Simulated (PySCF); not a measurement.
How methods differ on the ionisation energy of La⁺

La⁺ [Xe] 5d2 (3F) → La²⁺ [Xe] 5d1 (2D), as a difference of total energies. All numbers are calculated (PySCF 2.14, the spin-free X2C one-electron Hamiltonian (Gaussian nucleus), in ANO-RCC-VTZP (8s7p5d3f2g1h, 104 functions)). Correlated levels: valence: [Kr] 4d10 frozen. The calculations carry no spin-orbit coupling.

```tsv
method	ionisation energy (eV)	plus first-order spin-orbit estimate	error of that sum (eV)
UHF	10.441	10.452	-0.733
MP2 (valence)	10.997	11.008	-0.177
SCS-MP2 (valence)	10.897	10.908	-0.277
CCSD (valence)	11.028	11.040	-0.145
CCSD(T) (valence)	11.065	11.077	-0.108
```

Reference: 11.185 eV (measured; NIST Atomic Spectra Database, ionization energies).

A first-order spin-orbit estimate (lowest level to lowest level, LS coupling) adds 0.012 eV.

Errors of the correlated levels include the incompleteness of this basis and the frozen core.
